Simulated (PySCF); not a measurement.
Chain-length series, n-germane mercapto/mercapto (end groups after the name). Isolated molecules, 0 K electronic values unless said otherwise. One relaxed conformer stands for each flexible species; it need not be the lowest. Strings in code marks are SMILES.

The four lowest singlet excitations (Tamm–Dancoff). Computed with PBE-D3(BJ)/def2-TZVP // B3LYP-D3(BJ)/def2-SVP run with PySCF 2.14.0. Excitations are Tamm–Dancoff values on a coarser integration grid. The basis has no diffuse functions, so Rydberg states are missing or too high.

```tsv
state	energy (eV)	wavelength (nm)	oscillator strength
S1	4.10	303	0.323
S2	4.19	296	0.000
S3	4.77	260	0.000
S4	5.00	248	0.001
```

Q: Which member gives these states?
(A) `[SH][GeH2][GeH2][GeH2][GeH2][GeH2][GeH2][SH]`
(B) `[SH][GeH2][GeH2][GeH2][GeH2][SH]`
(C) `[SH][GeH2][GeH2][SH]`

A: B, `[SH][GeH2][GeH2][GeH2][GeH2][SH]`
